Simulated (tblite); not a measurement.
Compound: C9H9N3.
Numbering: `[CH3:1][c:2]1[cH:3][n:4](-[c:5]2[cH:6][cH:7][cH:8][cH:9][cH:10]2)[n:11][n:12]1` (hydrogens: H13, H14, H15 on C1; H16 on C3; H17 on C6; H18 on C7; H19 on C8; H20 on C9; H21 on C10)

Computed with GFN2-xTB (tblite), gas phase: L-BFGS steps from a force-field or distance-geometry start until the largest atomic force falls under 0.01 eV/Å.

Step 3: E = -886.9135 eV
```
atom  x, y, z in Å  |  force x, y, z in eV/Å
C1      4.0192    0.2022    0.2708   -0.008  -0.116   0.075
C2      2.6658   -0.4109    0.3054   -0.130  -0.195   0.001
C3      1.4939    0.2856    0.1774   -0.255   0.056   0.024
N4      0.5007   -0.6281    0.3012   -0.008  -0.009   0.140
C5     -0.8736   -0.3074    0.1772   -0.133   0.019   0.072
C6     -1.3047    0.1064   -1.0776   -0.012  -0.048  -0.031
C7     -2.6128    0.4866   -1.2954   -0.023  -0.011  -0.017
C8     -3.5074    0.4717   -0.2401   -0.064   0.011  -0.041
C9     -3.0855    0.0783    1.0207    0.072  -0.041  -0.006
C10    -1.7694   -0.3098    1.2471    0.108  -0.105  -0.023
N11     1.0505   -1.8399    0.4769    0.022   0.402   0.064
N12     2.3207   -1.7146    0.4840    0.179   0.118  -0.038
H13     4.6189   -0.1793    1.0884    0.189  -0.159  -0.037
H14     4.5184    0.0315   -0.6793    0.061  -0.261   0.007
H15     3.9308    1.2777    0.3875   -0.110   0.111   0.063
H16     1.3325    1.3265    0.0405   -0.223   0.271  -0.057
H17    -0.6061    0.1186   -1.8915    0.215  -0.020  -0.200
H18    -2.9212    0.7834   -2.2900   -0.016   0.004   0.138
H19    -4.5333    0.7699   -0.4138    0.068  -0.041   0.117
H20    -3.8083    0.0787    1.8252    0.160  -0.036   0.060
H21    -1.4380   -0.6103    2.2397   -0.092   0.051  -0.308
```

Step 4: E = -886.9306 eV
```
atom  x, y, z in Å  |  force x, y, z in eV/Å
C1      4.0138    0.1981    0.2739    0.067  -0.024   0.025
C2      2.6613   -0.4080    0.3042    0.007  -0.135   0.005
C3      1.4913    0.2904    0.1759   -0.265   0.262   0.043
N4      0.5031   -0.6239    0.3100   -0.147   0.010   0.042
C5     -0.8716   -0.3128    0.1764   -0.114   0.114  -0.033
C6     -1.3002    0.1047   -1.0787   -0.025  -0.052  -0.084
C7     -2.6089    0.4852   -1.2955   -0.067  -0.016   0.018
C8     -3.5067    0.4707   -0.2421   -0.037   0.004   0.025
C9     -3.0847    0.0789    1.0185    0.011  -0.065   0.046
C10    -1.7694   -0.3108    1.2398    0.059  -0.109   0.060
N11     1.0506   -1.8315    0.4803    0.034   0.189   0.085
N12     2.3224   -1.7091    0.4809    0.088   0.047   0.012
H13     4.6256   -0.1825    1.0785    0.160  -0.201   0.127
H14     4.5182    0.0218   -0.6681    0.072  -0.240  -0.165
H15     3.9269    1.2729    0.3890   -0.087   0.148   0.064
H16     1.3234    1.3346    0.0386   -0.175   0.116  -0.035
H17    -0.6019    0.1175   -1.8950    0.183  -0.018  -0.155
H18    -2.9245    0.7844   -2.2857    0.017   0.008   0.081
H19    -4.5334    0.7685   -0.4069    0.062  -0.026   0.055
H20    -3.8032    0.0766    1.8306    0.203  -0.021  -0.034
H21    -1.4409   -0.6091    2.2298   -0.046   0.011  -0.182
```

Step 5: E = -886.9443 eV
```
atom  x, y, z in Å  |  force x, y, z in eV/Å
C1      4.0102    0.1944    0.2770    0.198   0.045  -0.020
C2      2.6580   -0.4059    0.3030   -0.083   0.075  -0.002
C3      1.4851    0.2999    0.1753   -0.062   0.051   0.101
N4      0.5017   -0.6190    0.3181   -0.048   0.070  -0.039
C5     -0.8710   -0.3155    0.1745   -0.124   0.151  -0.102
C6     -1.2963    0.1024   -1.0820   -0.035  -0.036  -0.134
C7     -2.6066    0.4836   -1.2949   -0.049  -0.028   0.025
C8     -3.5059    0.4695   -0.2426   -0.024   0.002   0.050
C9     -3.0836    0.0784    1.0168   -0.004  -0.087   0.077
C10    -1.7696   -0.3132    1.2339    0.004  -0.070   0.011
N11     1.0508   -1.8225    0.4850    0.020  -0.006   0.087
N12     2.3250   -1.7041    0.4787   -0.083   0.076   0.050
H13     4.6343   -0.1890    1.0723    0.060  -0.174   0.172
H14     4.5193    0.0090   -0.6613    0.033  -0.175  -0.205
H15     3.9219    1.2709    0.3914   -0.031   0.085   0.046
H16     1.3122    1.3433    0.0364   -0.147   0.093  -0.026
H17    -0.5954    0.1162   -1.9002    0.099  -0.015  -0.068
H18    -2.9272    0.7856   -2.2809    0.026   0.016   0.016
H19    -4.5330    0.7670   -0.4000    0.049  -0.010   0.006
H20    -3.7951    0.0743    1.8348    0.173  -0.010  -0.055
H21    -1.4438   -0.6082    2.2189    0.027  -0.052   0.011
```

Step 6: E = -886.9530 eV
```
atom  x, y, z in Å  |  force x, y, z in eV/Å
C1      4.0119    0.1927    0.2786    0.161   0.039  -0.044
C2      2.6541   -0.4025    0.3021    0.071   0.179   0.015
C3      1.4805    0.3055    0.1771    0.009   0.124   0.081
N4      0.5002   -0.6146    0.3224   -0.071   0.046  -0.065
C5     -0.8732   -0.3145    0.1717   -0.003   0.108  -0.120
C6     -1.2948    0.1003   -1.0865   -0.019  -0.015  -0.148
C7     -2.6061    0.4821   -1.2941   -0.047  -0.024   0.002
C8     -3.5057    0.4687   -0.2419    0.038  -0.024   0.076
C9     -3.0826    0.0763    1.0169    0.013  -0.074  -0.005
C10    -1.7696   -0.3159    1.2301   -0.040  -0.032  -0.007
N11     1.0507   -1.8168    0.4896   -0.023  -0.079   0.067
N12     2.3255   -1.6996    0.4782   -0.168   0.086   0.076
H13     4.6407   -0.1962    1.0715   -0.037  -0.116   0.127
H14     4.5205   -0.0023   -0.6609   -0.014  -0.104  -0.145
H15     3.9183    1.2713    0.3938    0.043  -0.011   0.022
H16     1.3023    1.3509    0.0344   -0.107  -0.023  -0.005
H17    -0.5894    0.1151   -1.9049    0.013  -0.013   0.003
H18    -2.9283    0.7866   -2.2776    0.014   0.023  -0.026
H19    -4.5318    0.7659   -0.3957    0.007   0.011  -0.021
H20    -3.7871    0.0727    1.8367    0.083  -0.009   0.009
H21    -1.4451   -0.6087    2.2125    0.076  -0.089   0.110
```

Task: Estimate the geometry and energy of step 7. (The exact step hangs on the optimiser's Hessian estimate; all steps are aligned on step 6, rigid shifts and turns removed.)

Result: E = -886.9603 eV, largest force 0.211 eV/Å
```
atom  x, y, z in Å  |  force x, y, z in eV/Å
C1      4.0163    0.1916    0.2792    0.102   0.001  -0.043
C2      2.6529   -0.3969    0.3019    0.005   0.207   0.039
C3      1.4762    0.3129    0.1801    0.109  -0.013   0.065
N4      0.4972   -0.6105    0.3246    0.008   0.068  -0.071
C5     -0.8751   -0.3114    0.1675    0.035   0.042  -0.082
C6     -1.2942    0.0983   -1.0932   -0.026   0.004  -0.076
C7     -2.6069    0.4804   -1.2936   -0.016  -0.021  -0.032
C8     -3.5049    0.4676   -0.2397    0.034  -0.018   0.003
C9     -3.0812    0.0731    1.0165    0.001  -0.061   0.005
C10    -1.7701   -0.3190    1.2270    0.027  -0.020  -0.024
N11     1.0499   -1.8127    0.4945   -0.081  -0.037   0.026
N12     2.3232   -1.6939    0.4795   -0.113   0.117   0.091
H13     4.6452   -0.2046    1.0734   -0.116  -0.045   0.042
H14     4.5213   -0.0137   -0.6636   -0.049  -0.031  -0.051
H15     3.9163    1.2716    0.3962    0.128  -0.091  -0.007
H16     1.2920    1.3568    0.0327   -0.086  -0.033   0.005
H17    -0.5840    0.1139   -1.9089   -0.045  -0.009   0.024
H18    -2.9289    0.7878   -2.2752   -0.015   0.028  -0.058
H19    -4.5306    0.7653   -0.3925   -0.002   0.020  -0.026
H20    -3.7790    0.0712    1.8387    0.005  -0.012   0.058
H21    -1.4446   -0.6108    2.2090    0.094  -0.096   0.114
```

The energy changes by -0.0072 eV. The first-order estimate −F·Δx gives -0.0106 eV and the mean of the old and new forces, exact on a quadratic surface, -0.0073 eV. The step makes an angle of 53° with the force vector and moves no atom by more than 0.012 Å.
